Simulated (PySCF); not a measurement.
Vertical excitations of a molecule CH₅F₂NSi₂ from TDA-LC-ωPBE/def2-SVPD run with PySCF, as energy in eV (oscillator strength): 3.59 (0.002), 6.80 (0.001), 7.36 (0.163), 7.54 (0.001), 7.72 (0.425), 8.09 (0.036), 8.47 (0.007), 8.51 (0.156), 8.72 (0.022), 8.74 (0.131). Lowest triplet (TDA): 2.84 eV. Coordinates come from a TPSSh-D3(BJ)/def2-SVP optimisation. The values are those of a single conformer.

### Question
Which molecule gave these data?
A) F[Si@H]1CN[Si@@H]1F
B) F[Si@@H]1C[Si@H](F)N1
C) F[Si]1(F)C[SiH2]N1
D) F[SiH2]/C=N/[SiH2]F

### Answer
D, F[SiH2]/C=N/[SiH2]F
